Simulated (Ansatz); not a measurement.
Ideal-gas functions of BFH$_{4}$SiZn (`[F][Zn][BH][SiH3]`) at 600 K and 1 bar, from an Ansatz frequency run at PBE0-D4/def2-TZVP.

Molar mass 127.32 g/mol, point group C1 (symmetry number 1), electronic degeneracy 1, moments of inertia 27.214, 409.928, 431.357 u Å². Harmonic wavenumbers (cm⁻¹, unscaled): 61, 88, 138, 174, 329, 413, 590, 649, 682, 714, 859, 901, 914, 955, 2172, 2216, 2220, 2617.

Use S(trans) = R[1.5 ln M + 2.5 ln T − 1.1517]; rotational temperatures θ = 24.2544 K / I; S(rot) = R[ln(√π/σ · √(T³/θAθBθC)) + 1.5]; for each mode x = 1.438777 ν̃/T, S = R[x/(eˣ − 1) − ln(1 − e⁻ˣ)] and H = RT x/(eˣ − 1); 1 cm⁻¹ = 0.0119627 kJ/mol; R = 8.31446 J/(mol·K).

Problem. By hand: the entropy, in J/(mol·K).

Solution. Translation 183.8. Rotation: θ = 0.8912, 0.0592, 0.0562 K, giving 121.2. Vibration, mode by mode: 24.30, 21.27, 17.55, 15.64, 10.50, 8.73, 6.09, 5.43, 5.09, 4.79, 3.64, 3.36, 3.28, 3.03, 0.28, 0.26, 0.26, 0.11, in all 133.6. Electronic 0.0. Sum 438.6 J/(mol·K).

Problem. By hand: H − E and G − E in kJ/mol, counted from the electronic energy.

Solution. Zero-point energy ½ × 16692 × 0.0119627 = 99.8; thermal vibration 37.8; translation, rotation and pV give 4 RT = 20.0. H − E = 157.6 kJ/mol, and G − E = 157.6 − 600 × 438.6/1000 = -105.6 kJ/mol.

Vibration gives 30 % of the entropy, 63.1 J/(mol·K) of it from the modes under 150 cm⁻¹: soft modes count most, and the harmonic formula is weakest for them. The sum counts one conformer and one mirror image; others add a mixing term.
